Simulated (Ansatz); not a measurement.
C2H9NOSi can be A, `CN(C)[SiH2]O`, or B, `CO[SiH2]CN`.

Isolated molecules relaxed with PBE0-D4/def2-TZVP in Ansatz; ΔE leaves out vibrations. CBS: MP2 limit from def2 TZ/QZ plus the TZ coupled-cluster correction, frozen cores. Functionals use def2-TZVPP. B3LYP here is the variant with VWN-RPA as its local correlation; programs differ in this. One conformer a species, not always the lowest.

(1) Which isomer does CCSD(T)/CBS put lower? Give the gap. (An estimate is asked.)

(2) Give E(B) − E(A) in kcal/mol with r2SCAN-D4, PBE-D4, B2PLYP, HF/def2-TZVPP, B3LYP, CCSD(T)/def2-TZVPP, PBE0-D4. (An estimate is asked.)

Largest T1 diagnostic: 0.011.

## Answers

(1) Ansatz gave: A, by 24.9 kcal/mol.

(2) Ansatz gave: r2SCAN-D4 24.3, PBE-D4 23.2, B2PLYP 24.6, HF/def2-TZVPP 23.5, B3LYP 23.4, CCSD(T)/def2-TZVPP 24.8, PBE0-D4 23.8. None reverses the order clearly.

In def2-TZVPP, CCSD(T) changes the Hartree–Fock value by +1.3 kcal/mol (the triples alone add +0.2 kcal/mol) and MP2 by +3.1 kcal/mol.
